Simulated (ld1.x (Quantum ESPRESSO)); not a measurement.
# Transferability test, ultrasoft potential for aluminium

ld1.x (Quantum ESPRESSO) 7.5 input, shortened:

```
&input
   title='Al', zed=13., rel=2, dft='PBE', iswitch=3,
   config='[Ne] 3s2 3p1 3d-2', rel_dist='average'
 /
 &inputp
   pseudotype=3, tm=.true., lloc=-1, rcloc=1.55,
   nlcc=.true., new_core_ps=.true., rcore=1.60,
   which_augfun='PSQ', rmatch_augfun_nc=.true.
 /
6
3S  1  0   2.00   0.00  1.35  1.90  0.0
3S  1  0   0.00   0.40  1.35  1.90  0.0
3P  2  1   1.00   0.00  2.55  3.05  0.0
3P  2  1   0.00   2.95  2.55  3.05  0.0
3D  3  2  -2.00  -0.10  2.35  3.10  0.0
3D  3  2  -2.00   0.70  2.35  3.10  0.0
 &test
   configts(1)='3s2 3p1'
 /
```

Open shells are filled in proportion to 2j + 1 (rel_dist='average').

Energies are relative to the spin-unpolarised reference configuration 3s2 3p1; without spin polarisation the order of configurations can differ from experiment. The frozen-core shift is the all-electron ΔE with the core orbitals held at their reference shape minus the fully relaxed ΔE.

```json
{"valence configuration": "3s2 3p0", "charge": "+1", "ΔE all-electron (eV)": "5.761", "error AE − PS (meV)": "-0.1", "frozen-core shift (meV)": "+0.7"}
{"valence configuration": "3s1 3p0", "charge": "+2", "ΔE all-electron (eV)": "24.987", "error AE − PS (meV)": "+8.0", "frozen-core shift (meV)": "+19"}
{"valence configuration": "3s0 3p3", "charge": "0", "ΔE all-electron (eV)": "10.451", "error AE − PS (meV)": "+2.9", "frozen-core shift (meV)": "+5.8"}
{"valence configuration": "3s1 3p1", "charge": "+1", "ΔE all-electron (eV)": "11.571", "error AE − PS (meV)": "+2.2", "frozen-core shift (meV)": "+4.1"}
{"valence configuration": "3s2 3p1.3", "charge": "-0.3", "ΔE all-electron (eV)": "-0.575", "error AE − PS (meV)": "+0.1", "frozen-core shift (meV)": "0.0"}
```

(1) What are ΔE and the potential's error for 3s1 3p2?

(2) What are ΔE and the potential's error for 3s2 3p0.5?

Levels in the configuration 3s1 3p0:

```json
{"level": "3s j=1/2", "all-electron (eV)": "-23.747", "pseudo (eV)": "-23.726"}
```

Answers

(1) ΔE = 5.139 eV all-electron; the error (AE − PS) is +0.9 meV.

(2) ΔE = 2.086 eV all-electron; the error (AE − PS) is +0.1 meV.
